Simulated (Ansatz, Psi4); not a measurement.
System: B$_{2}$H$_{4}$, net charge 0, singlet state. SMILES: BB
Structure (B3LYP-D3(BJ)/def2-TZVP (Ansatz, a first-principles code) minimum search):
```xyz
6

B      0.0005     0.0106     0.8133
B     -0.0005    -0.0106    -0.8133
H      1.0141     0.0110     1.4491
H     -1.0125     0.0267     1.4501
H      0.0070     0.9944    -1.4628
H     -0.0087    -1.0321    -1.4364
```

B3LYP/6-31G* beside other levels, property by property. Terms: non-relativistic; six Cartesian d functions in 6-31G* and its kin unless marked 5d; no spin-orbit coupling; no dispersion term unless named; valence correlation only; atomisation electronic, to ground-state atoms; UHF or UKS for open shells; each state is the SCF solution reached for its charge and spin. CBS marks a two-point X^-3 extrapolation of the correlation energy; Hartree-Fock from the larger set. The bracket is a focal-point correction in the basis named. Ab initio and DFT rows: single points at B3LYP-D3(BJ) geometries (Ansatz), with unscaled harmonic terms from B3LYP/6-31G* (Ansatz) at its own minima, enthalpies of formation by atomisation with measured atoms. Levels can end on unlike triplets.

Coupled cluster (Ansatz) is a level with limits of its own, used here on species with T1 under 0.025 (0.045 for open shells) and stable references: (a) RI-MP2/CBS(aug-cc-pVTZ,aug-cc-pVQZ)+[CCSD(T)-MP2]/aug-cc-pVTZ; (b) CCSD(T)/CBS(def2-TZVPPD,def2-QZVPPD).

| property | B3LYP/6-31G* (Ansatz) | wB97X-D/6-31G* (Psi4) | MP2/6-31G* (Ansatz) | wB97X-V/def2-TZVPD (Ansatz) | to compare with |
|---|---|---|---|---|---|
| atomisation energy (kcal/mol) | 460.9 | 459.2 | 418.3 | 454.7 | 447.8 coupled cluster (b) |
| vertical ionisation energy to the doublet (eV) | 11.21 | 11.25 | 11.07 | 11.37 | 11.50 coupled cluster (a) |
| enthalpy of formation at 298 K (kcal/mol) | 40.8 | 42.5 | 83.4 | 47.0 | 54.0 coupled cluster (b) |
| vertical triplet-singlet gap, E(triplet) - E(singlet) (eV) | 4.44 | 4.51 | 4.65 | 4.61 | 4.58 coupled cluster (a) |

As the rows show:
- atomisation energy: B3LYP/6-31G* lies 13.1 kcal/mol above coupled cluster.
- vertical ionisation energy to the doublet: B3LYP/6-31G* lies 0.29 eV below coupled cluster.
- enthalpy of formation at 298 K: B3LYP/6-31G* lies 13.2 kcal/mol below coupled cluster.
- vertical triplet-singlet gap, E(triplet) - E(singlet): B3LYP/6-31G* lies 0.14 eV below coupled cluster.

The properties are those with a value to compare with, at most eight drawn at random. No case is left out for the size of its miss. Left out are saddle points of the reference geometry, anions that the best level run finds unbound, excited spin states, species near biochemistry, 298 K rows of species without real B3LYP wavenumbers, cases with under five habitual levels, runs that failed or that the program found above a lower state of the same kind, table entries that another table contradicts, and a share of species set aside by lot.
